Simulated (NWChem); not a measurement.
System: CH3Si cation, singlet

NWChem printed, in part:

```
             Northwest Computational Chemistry Package (NWChem) 7.3.0
             --------------------------------------------------------

 C3V symmetry detected

                             Geometry "geometry" -> ""
                             -------------------------

 Output coordinates in angstroms (scale by  1.889725989 to convert to a.u.)

  No.       Tag          Charge          X              Y              Z
 ---- ---------------- ---------- -------------- -------------- --------------
    1 C                    6.0000    -0.00000000    -0.00000000     1.05653670
    2 Si                  14.0000    -0.00000000    -0.00000000    -0.76682530
    3 H                    1.0000     0.73708500     0.73708500     1.46544470
    4 H                    1.0000     0.26979184    -1.00687684     1.46544470
    5 H                    1.0000    -1.00687684     0.26979184     1.46544470

 Effective nuclear repulsion energy (a.u.)      42.7858178530

      Symmetry information
      --------------------

 Group name             C3v
 Group number             17
 Group order               6
 No. of unique centers     3

                                 NWChem DFT Module
                                 -----------------

 Summary of "ao basis" -> "ao basis" (spherical)
 ------------------------------------------------------------------------------
       Tag                 Description            Shells   Functions and Types
 ---------------- ------------------------------  ------  ---------------------
 C                          def2-svp                 6       14   3s2p1d
 Si                         def2-svp                 8       18   4s3p1d
 H                          def2-svp                 3        5   2s1p

      Symmetry analysis of basis
      --------------------------

        a1         18
        a2          1
        e          28

  Rotation of axis

            General Information
            -------------------
          SCF calculation type: DFT
          Wavefunction type:  closed shell.
          No. of atoms     :     5
          No. of electrons :    22
           Alpha electrons :    11
            Beta electrons :    11
          Charge           :     1
          Spin multiplicity:     1
          Use of symmetry is: on ; symmetry adaption is: on
          Maximum number of iterations: 150
          AO basis - number of functions:    47
                     number of shells:    23
          Convergence on energy requested:  1.00D-06
          Convergence on density requested:  1.00D-05
          Convergence on gradient requested:  5.00D-04

              XC Information
              --------------
                         B3LYP Method XC Potential
                     Hartree-Fock (Exact) Exchange  0.200
                        Slater Exchange Functional  0.800 local
                    Becke 1988 Exchange Functional  0.720 non-local
              Lee-Yang-Parr Correlation Functional  0.810
                  VWN I RPA Correlation Functional  0.190 local

             Grid Information
             ----------------
          Grid used for XC integration:  medium
          Radial quadrature: Mura-Knowles
          Angular quadrature: Lebedev.
          Tag              B.-S. Rad. Rad. Pts. Rad. Cut. Ang. Pts.
          ---              ---------- --------- --------- ---------
          C                   0.70       49           8.0       434
          Si                  1.10       88           8.0       590
          H                   0.35       45           9.0       434
          Grid pruning is: on
          Number of quadrature shells:   182
          Spatial weights used:  Erf1

      Superposition of Atomic Density Guess
      -------------------------------------

 Sum of atomic energies:        -327.86119189

 Renormalizing density from      23.00 to     22

      Non-variational initial energy
      ------------------------------

 Total energy =    -319.263962
 1-e energy   =    -513.600129
 2-e energy   =     151.550349
 HOMO         =      -0.642652
 LUMO         =      -0.399619

      Symmetry analysis of molecular orbitals - initial
      -------------------------------------------------

  Numbering of irreducible representations:

     1 a1          2 a2          3 e

  Orbital symmetries:

     1 a1          2 a1          3 a1          4 a1          5 e
     6 e           7 a1          8 a1          9 e          10 e
    11 a1         12 e          13 e          14 a1         15 a1
    16 e          17 e          18 a1         19 e          20 e
    21 a1

     ---------------------------------------------
      Total Density - Mulliken Population Analysis
     ---------------------------------------------

    Atom       Charge   Shell Charges
 -----------   ------   -------------------------------------------------------
    1 C    6     6.94   1.99  1.09  0.20  2.52  1.13  0.01
    2 Si  14    12.96   2.00  2.00  1.65  0.35  5.98  0.60  0.27  0.10
    3 H    1     0.70   0.57  0.11  0.03
    4 H    1     0.70   0.57  0.11  0.03
    5 H    1     0.70   0.57  0.11  0.03

   convergence    iter        energy       DeltaE   RMS-Dens  Diis-err
 ---------------- ----- ----------------- --------- --------- ---------
 d= 0,ls=0.0,diis     1   -328.8618120547 -3.72D+02  2.52D-02  9.59D-01
 d= 0,ls=0.0,diis     2   -328.8478973230  1.39D-02  1.45D-02  7.11D-01
 d= 0,ls=0.0,diis     3   -328.9442358601 -9.63D-02  3.86D-03  6.18D-02
 d= 0,ls=0.0,diis     4   -328.9530282119 -8.79D-03  7.37D-04  5.79D-04
 d= 0,ls=0.0,diis     5   -328.9531318294 -1.04D-04  1.06D-04  3.64D-05
  Resetting Diis
 d= 0,ls=0.0,diis     6   -328.9531384457 -6.62D-06  8.12D-06  9.80D-08
 d= 0,ls=0.0,diis     7   -328.9531384618 -1.61D-08  7.52D-07  4.34D-10

         Total DFT energy =     -328.953138461824
      One electron energy =     -532.255914331086
           Coulomb energy =      187.628102596029
    Exchange-Corr. energy =      -27.111144579776
 Nuclear repulsion energy =       42.785817853010

 Numeric. integr. density =       21.999997090926

                  Occupations of the irreducible representations
                  ----------------------------------------------

                     irrep           alpha         beta
                     --------     --------     --------
                     a1                7.0          7.0
                     a2                0.0          0.0
                     e                 4.0          4.0

                       DFT Final Molecular Orbital Analysis
                       ------------------------------------

 Vector    9  Occ=2.000000D+00  E=-6.380126D-01  Symmetry=e
              MO Center=  2.1D-02, -2.2D-01,  1.1D+00, r^2= 1.3D+00
   Bfn.  Coefficient  Atom+Function         Bfn.  Coefficient  Atom+Function
  ----- ------------  ---------------      ----- ------------  ---------------
     5      0.412472  1 C  py                38     -0.344128  4 H  s
     8      0.204971  1 C  py                43      0.196583  5 H  s
     4     -0.147713  1 C  px                33      0.147544  3 H  s
    23      0.092026  2 Si py                39     -0.089041  4 H  s
     7     -0.073404  1 C  px                26      0.066436  2 Si py

 Vector   10  Occ=2.000000D+00  E=-6.380126D-01  Symmetry=e
              MO Center= -2.1D-02,  2.2D-01,  1.1D+00, r^2= 1.3D+00
   Bfn.  Coefficient  Atom+Function         Bfn.  Coefficient  Atom+Function
  ----- ------------  ---------------      ----- ------------  ---------------
     4      0.412472  1 C  px                33      0.312180  3 H  s
    43     -0.283867  5 H  s                  7      0.204971  1 C  px
     5      0.147713  1 C  py                22      0.092026  2 Si px
    34      0.080774  3 H  s                  8      0.073404  1 C  py
    44     -0.073449  5 H  s                 25      0.066436  2 Si px

 Vector   11  Occ=2.000000D+00  E=-5.213798D-01  Symmetry=a1
              MO Center= -9.0D-18, -5.8D-18, -4.4D-01, r^2= 2.5D+00
   Bfn.  Coefficient  Atom+Function         Bfn.  Coefficient  Atom+Function
  ----- ------------  ---------------      ----- ------------  ---------------
    17      0.393258  2 Si s                 24     -0.383045  2 Si pz
     6      0.369147  1 C  pz                18      0.277613  2 Si s
    27     -0.227486  2 Si pz                 9      0.217465  1 C  pz
    16      0.205229  2 Si s                 21      0.192304  2 Si pz
     3     -0.150097  1 C  s                  2     -0.096941  1 C  s

 Vector   12  Occ=0.000000D+00  E=-3.505499D-01  Symmetry=e
              MO Center= -5.5D-03,  1.3D-02, -6.8D-01, r^2= 2.5D+00
   Bfn.  Coefficient  Atom+Function         Bfn.  Coefficient  Atom+Function
  ----- ------------  ---------------      ----- ------------  ---------------
    25      0.633406  2 Si px                22      0.488994  2 Si px
    19     -0.238241  2 Si px                43      0.134574  5 H  s
    44      0.127492  5 H  s                 33     -0.123604  3 H  s
    26      0.120727  2 Si py                34     -0.117100  3 H  s
    23      0.093202  2 Si py                 4     -0.092543  1 C  px

[...]

                         DFT ENERGY GRADIENTS

    atom               coordinates                        gradient
                 x          y          z           x          y          z
   1 C      -0.000000  -0.000000   1.996565    0.000000  -0.000000  -0.004403
   2 Si     -0.000000  -0.000000  -1.449090    0.000000   0.000000  -0.001177
   3 H       1.392889   1.392889   2.769289    0.003000   0.003000   0.001860
   4 H       0.509833  -1.902721   2.769289    0.001098  -0.004099   0.001860
   5 H      -1.902721   0.509833   2.769289   -0.004099   0.001098   0.001860
```

Level: B3LYP/def2-SVP. Low-valent species are run as closed-shell singlets; no triplet was tried in these runs. Coordinates come from a PBE-D3(BJ)/def2-SVP optimisation.

Task: Write an input that gives this output.

Result: Several could match; the one computed here: the input that was run:
```
start job
memory heap 200 mb stack 900 mb global 1100 mb
charge 1
geometry units angstroms noautoz
  C      0.000000     0.000000     1.073288
  Si     0.000000     0.000000    -0.750074
  H     -0.514171    -0.906762     1.482196
  H     -0.528193     0.898666     1.482196
  H      1.042364     0.008095     1.482196
end
basis spherical
  * library def2-svp
end
dft
  xc b3lyp
  iterations 150
  mulliken
end
task dft gradient
```
